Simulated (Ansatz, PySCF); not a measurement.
Molecule: H5S (charge 0, doublet). SMILES: [H][S@OH20]([H])([H])([H])[H]
Structure (B3LYP-D3(BJ)/def2-TZVP (Ansatz, a quantum-chemistry and plane-wave program) minimum search):
```xyz
6

S      0.0688    -0.0002     0.0009
H     -1.2769     0.0031    -0.0169
H      0.0473     1.4810     0.0119
H      0.0404    -1.4812    -0.0107
H      0.0242    -0.0114     1.4816
H      0.0635     0.0112    -1.4804
```
Charge 0, spin multiplicity 2.

Quantity: size of the dipole moment, in D. Conventions: non-relativistic; LANL2DZ with its own core potentials from Na on; 6-311+G** with 5d, 6d on Na to Ar in Ansatz; no spin-orbit coupling; open shells spin-unrestricted; dispersion terms only where a functional's name holds one; 6-31G* and kin with 6d, 5d where marked. First-principles rows: single points at B3LYP-D3(BJ) geometries (Ansatz).

```
level               program  size of the dipole moment (D)
------------------  -------  -----------------------------
SVWN5/6-31G*         Ansatz                           1.05
PBE/STO-3G           Ansatz                           0.92
BLYP/6-31G*          Ansatz                           0.92
BP86/6-31G* (5d)      PySCF                           0.96
B3LYP/STO-3G         Ansatz                           0.91
B3LYP/LANL2DZ        Ansatz                           1.23
B3LYP/6-31G*         Ansatz                           0.91
B3LYP/6-31+G*        Ansatz                           0.72
B3LYP/6-311+G**      Ansatz                           0.65
B3PW91/6-31G* (5d)    PySCF                           0.94
```

No value to compare with is used here. The 10 habitual levels span 0.65 (B3LYP/6-311+G**) to 1.23 D (B3LYP/LANL2DZ).

The levels are drawn from those run, B3LYP/6-31G* more often than the rest, none by its result; left out are runs that failed, that the program found above a lower state of the same kind, or whose <S^2> lies over 0.5 above the pure value.
